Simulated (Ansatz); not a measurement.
CH4GaNO can be A, `[NH2][GaH][CH]=O`, or B, `N=[C](O)[GaH2]`.

Program: Ansatz. Geometries: PBE0-D4/def2-TZVP. ΔE: electronic, gas phase. CBS: MP2 limit from def2 TZ/QZ plus the TZ coupled-cluster correction, frozen cores. DFT in def2-TZVPP. For Ga outer-core shells are correlated without core-valence functions, which leaves a few kJ/mol of doubt a bond. Scalar relativity is left out up to krypton. Each species was taken in one conformer, which may not be the lowest.

(1) Which isomer does CCSD(T)/CBS put lower? Give the gap. (An estimate is asked.)

(2) Give E(B) − E(A) in kJ/mol with MP2/def2-TZVPP, B2PLYP, CCSD(T)/def2-SVP, r2SCAN-D4, PBE0-D4, PBE-D4, ωB97M-V. (An estimate is asked.)

(3) Does the order hold for the free energy at 298.15 K (harmonic terms from PBE0-D4)? (An estimate is asked.)

Largest T1 diagnostic: 0.016.

Results:

(1) The calculation gave: A, by 53.3 kJ/mol.

(2) Ansatz gave: MP2/def2-TZVPP 52.5, B2PLYP 51.7, CCSD(T)/def2-SVP 50.3, r2SCAN-D4 44.7, PBE0-D4 40.7, PBE-D4 42.6, ωB97M-V 43.9. None reverses the order clearly.

(3) Computed: Yes: G(B) − G(A) = +52.2 kJ/mol, for one conformer each.

Leaving LDA and LC-ωPBE aside and taking each functional with its dispersion term where it has one, the values, not all of them listed here, spread over 13.2 kJ/mol, from B97M-V to B2PLYP. LDA lies −13.0 kJ/mol from PBE without D4. From BLYP to BHLYP (50 % exact exchange), in def2-TZVPP and without D4, E(B) − E(A) moves by −5.0 kJ/mol.
